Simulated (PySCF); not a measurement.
**How methods differ on the ionisation energy of Sn⁺**

Sn⁺ [Kr] 4d10 5s2 5p1 (2P) → Sn²⁺ [Kr] 4d10 5s2 (1S), as a difference of total energies. Calculation: PySCF 2.14, in aug-cc-pwCVDZ-PP with ECP28MDF; scalar relativity through the core potential. Correlated levels: valence: 4s2 4p6 4d10 frozen; valence and next inner shell: nothing frozen outside the core potential. The calculations carry no spin-orbit coupling.

```csv
method,ionisation energy (eV),error (eV)
UHF,13.728,-0.554
LDA,14.388,+0.106
PBE,14.213,-0.069
PBE0,14.247,-0.035
r2SCAN,14.367,+0.085
TPSS,14.179,-0.103
B3LYP,14.308,+0.026
LC-wPBE,14.374,+0.092
B97-3,14.028,-0.254
MP2 (valence),13.880,-0.402
SCS-MP2 (valence),13.862,-0.420
MP2 (valence and next inner shell),13.979,-0.303
SCS-MP2 (valence and next inner shell),13.915,-0.367
```

Reference: 14.282 eV (measured; NIST levels, between the centres of gravity of the two terms).

Errors of the correlated levels include the incompleteness of this basis and the frozen core.
